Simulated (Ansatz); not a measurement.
Reactions of CH₉BSi₂, SMILES `C[SiH2]B[SiH3]`.

Computed with Ansatz on PBE0-D4/def2-TZVP structures; ΔE is electronic, products minus reactants. CBS: MP2 limit from def2 TZ/QZ plus the TZ coupled-cluster correction, frozen cores. This one scheme is used for every species. Functionals use def2-TZVPP. Elements past krypton have def2 core potentials. For Hf outer-core shells are correlated without core-valence functions, which leaves a few kJ/mol of doubt a bond. One conformer a species, not always the lowest.

```
                                                                                  reaction  r2SCAN-D4 (kJ/mol)  MP2/CBS(def2) (kJ/mol)  PBE0-D4 (kJ/mol)  CCSD/CBS(def2) (kJ/mol)  CCSD(T)/CBS(def2) (kJ/mol)
                                                       `C[SiH2]B[SiH3]` → `B[SiH2]C[SiH3]`                  -4                     -18                -3                      -12                         -11
                               `C[SiH2]B[SiH3]` + `[SiH3]S` → `[SiH3]BS[SiH3]` + `C[SiH3]`                -117                    -127              -114                     -113                        -117
                                        `C[SiH2]B[SiH3]` + CH₃SH → `CSB[SiH3]` + `C[SiH3]`                -137                    -143              -132                     -129                        -133
                                                 `C[SiH2]B[SiH3]` + H₂ → `B[SiH2]C` + SiH₄                 -21                     -28               -21                      -33                         -28
                                         `C[SiH2]B[SiH3]` + `C#CS` → `C#CSB[SiH2]C` + SiH₄                -103                    -125              -100                      -74                         -91
                                           `C[SiH2]B[SiH3]` + `C#C` → `C#CB[SiH2]C` + SiH₄                 -83                     -81               -76                      -72                         -74
                                                  `C[SiH2]B[SiH3]` → `B[SiH2]C` + `[SiH2]`                 253                     242               247                      223                         228
                     `C[SiH2]B[SiH3]` + `C=C(N)[SiH3]` → `C=C(N)[SiH2][SiH3]` + `B[SiH2]C`                  -9                     -11               -11                      -10                         -10
                                   `C[SiH2]B[SiH3]` + `C1CC1` → `[SiH3]C1CC1` + `B[SiH2]C`                  -3                     -18                 0                      -10                         -10
`C[SiH2]B[SiH3]` + `[OH][Hf]([F])([SH])[Cl]` → `C[S][Hf]([OH])([F])[Cl]` + `[SiH3]B[SiH3]`                  65                      63                63                       63                          62
```

Largest T1 diagnostic: 0.015, for `[OH][Hf]([F])([SH])[Cl]`.
